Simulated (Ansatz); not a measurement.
C$_{10}$H$_{23}$P, SMILES `CCP(C(C)(C)C)C(C)(C)C`. Charge 0, multiplicity 1.

```xyz
34

C     1.791    1.142   -2.399
C     0.492    0.951   -1.627
P     0.559   -0.443   -0.403
C    -1.230   -1.047   -0.463
C    -1.291   -1.893   -1.739
C    -1.498   -1.968    0.723
C    -2.319    0.019   -0.533
C     0.877    0.449    1.230
C     2.136    1.289    1.004
C    -0.230    1.359    1.745
C     1.213   -0.605    2.285
H     2.068    0.222   -2.918
H     2.623    1.407   -1.745
H     1.689    1.935   -3.145
H     0.182    1.883   -1.143
H    -0.301    0.703   -2.336
H    -2.294   -2.321   -1.848
H    -1.087   -1.304   -2.636
H    -0.569   -2.712   -1.706
H    -0.706   -2.712    0.844
H    -2.440   -2.506    0.565
H    -1.594   -1.414    1.659
H    -3.295   -0.467   -0.649
H    -2.364    0.630    0.368
H    -2.190    0.687   -1.386
H     2.479    1.690    1.964
H     1.952    2.136    0.341
H     2.949    0.690    0.584
H    -1.108    0.795    2.063
H     0.129    1.917    2.618
H    -0.545    2.091    0.997
H     1.536   -0.111    3.208
H     0.360   -1.237    2.531
H     2.024   -1.253    1.946
```

Problem. Give the diagnostics of a CCSD(T)/def2-TZVPP run (frozen core, Ansatz 0.2.0). (Best estimate.)

Solution. Computed: T1 = 0.0099, largest single amplitude 0.010, largest double 0.014, (T) share of the correlation energy 4.1 %, 8 CCSD cycles. The RHF solution is stable towards an unrestricted one. T1 lies under the customary mark of 0.02 for closed shells.
